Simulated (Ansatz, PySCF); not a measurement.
Gas-phase reaction (SMILES): CO[Si](C)(OC)OC [trimethoxy(methyl)silane] + Cl (HCl) -> CO[Si](Cl)(OC)OC + C (CH4); hydrogen chloride cleaves one Si-C bond, a model of a ligand-exchange step.

Structures are relaxed separately at B3LYP-D3(BJ)/def2-TZVP in Ansatz (an electronic-structure program), one conformer each, not searched for the lowest. Valence correlation only, unless marked. Spin-orbit coupling is left out. Non-relativistic. CBS(X,Y): correlation extrapolated as X^-3; Hartree-Fock from the larger set. [CCSD(T)-MP2]/basis is that difference in the basis named. Thermal terms are rigid-rotor harmonic-oscillator values from B3LYP-D3(BJ) frequencies (Ansatz or PySCF) at 298.15 K and 1 atm. 1 Eh = 627.5095 kcal/mol.

```json
[
 {"species": "CO[Si](C)(OC)OC", "E, RI-MP2/CBS(cc-pV(T+d)Z,cc-pV(Q+d)Z)+[CCSD(T)-MP2]/cc-pV(T+d)Z (Ansatz) (Eh)": "-674.15692", "E, wB97X-V/def2-TZVPD (Ansatz) (Eh)": "-674.95045", "H - E (Eh)": "0.17864"},
 {"species": "Cl (HCl)", "E, RI-MP2/CBS(cc-pV(T+d)Z,cc-pV(Q+d)Z)+[CCSD(T)-MP2]/cc-pV(T+d)Z (Ansatz) (Eh)": "-460.37804", "E, wB97X-V/def2-TZVPD (Ansatz) (Eh)": "-460.74931", "H - E (Eh)": "0.01000"},
 {"species": "CO[Si](Cl)(OC)OC", "E, RI-MP2/CBS(cc-pV(T+d)Z,cc-pV(Q+d)Z)+[CCSD(T)-MP2]/cc-pV(T+d)Z (Ansatz) (Eh)": "-1094.11907", "E, wB97X-V/def2-TZVPD (Ansatz) (Eh)": "-1095.22980", "H - E (Eh)": "0.14346"},
 {"species": "C (CH4)", "E, RI-MP2/CBS(cc-pV(T+d)Z,cc-pV(Q+d)Z)+[CCSD(T)-MP2]/cc-pV(T+d)Z (Ansatz) (Eh)": "-40.46125", "E, wB97X-V/def2-TZVPD (Ansatz) (Eh)": "-40.51531", "H - E (Eh)": "0.04840"}
]
```

Work out ΔE and ΔH at 298.15 K at the first level, then ΔH at the second.


1. ΔE = [(-1094.11907) + (-40.46125)] - [(-674.15692) + (-460.37804)] = -0.04536 Eh = -28.5 kcal/mol at RI-MP2/CBS(cc-pV(T+d)Z,cc-pV(Q+d)Z)+[CCSD(T)-MP2]/cc-pV(T+d)Z.
2. The terms H - E add up to 0.00322 Eh, so ΔH = (-0.04536 + (0.00322))×627.5095 = -26.4 kcal/mol.
3. At wB97X-V/def2-TZVPD the same steps give ΔE = -28.5 and ΔH = -26.4 kcal/mol, a shift of +0.0 from the first level.
4. These values are not checked against measurement here, since the tables used lack a sound gas-phase enthalpy of formation for at least one species.
